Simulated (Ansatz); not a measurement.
Ge₂S₄⁻, 6 atoms. Hardware: 4 threads of Arm Neoverse V2 on a shared host.

Correlated methods freeze 38 core orbitals; core or outer-core shells of Ge are correlated, in sets that lack core-valence functions.

How many basis functions does each of these Ansatz runs have, and roughly what does it cost? PBE-D4/def2-SVPD, charge -1 doublet, relaxation, 6 steps; PBE-D4/def2-SVP, charge -1 doublet, energy with a search over starts; r2SCAN-D4/def2-TZVPD, charge -1 doublet, energy, from earlier orbitals; PBE0-D4/def2-TZVPD, charge -1 doublet, energy, from earlier orbitals; r2SCAN0-D4/def2-TZVPD, charge -1 doublet, energy, from earlier orbitals; BLYP-D4/def2-TZVPD, charge -1 doublet, energy, from earlier orbitals; MP2/def2-TZVPD, charge -1 doublet, energy, from earlier orbitals; RPA@PBE/def2-TZVPD, charge -1 doublet, energy, from earlier orbitals; PBE-D4/def2-TZVPD, charge -1 doublet, energy and forces, from earlier orbitals; HF/STO-3G, charge -1 doublet, energy; r2SCANh-D4/def2-TZVPD, charge -1 doublet, energy, from earlier orbitals.

Other jobs shared the machine, so times can vary by a factor of up to 3. A dash marks memory too small to be measured apart from the calling script's.

```csv
run,functions,fitting or Cholesky vectors,wall time,peak host memory (GiB)
"HF/STO-3G, charge -1 doublet, energy",72,754,1 s,–
"PBE-D4/def2-SVP, charge -1 doublet, energy with a search over starts",136,1522,12 s,–
"PBE-D4/def2-TZVPD, charge -1 doublet, energy and forces, from earlier orbitals",292,1918,12 s,0.82
"BLYP-D4/def2-TZVPD, charge -1 doublet, energy, from earlier orbitals",292,1918,14 s,0.83
"RPA@PBE/def2-TZVPD, charge -1 doublet, energy, from earlier orbitals",292,1819,22 s,1.2
"MP2/def2-TZVPD, charge -1 doublet, energy, from earlier orbitals",292,1819,23 s,1.5
"PBE0-D4/def2-TZVPD, charge -1 doublet, energy, from earlier orbitals",292,1819,25 s,1.5
"PBE-D4/def2-SVPD, charge -1 doublet, relaxation, 6 steps",184,1898,27 s,–
"r2SCAN-D4/def2-TZVPD, charge -1 doublet, energy, from earlier orbitals",292,1918,32 s,0.92
"r2SCAN0-D4/def2-TZVPD, charge -1 doublet, energy, from earlier orbitals",292,1819,38 s,1.6
"r2SCANh-D4/def2-TZVPD, charge -1 doublet, energy, from earlier orbitals",292,1819,39 s,1.6
```
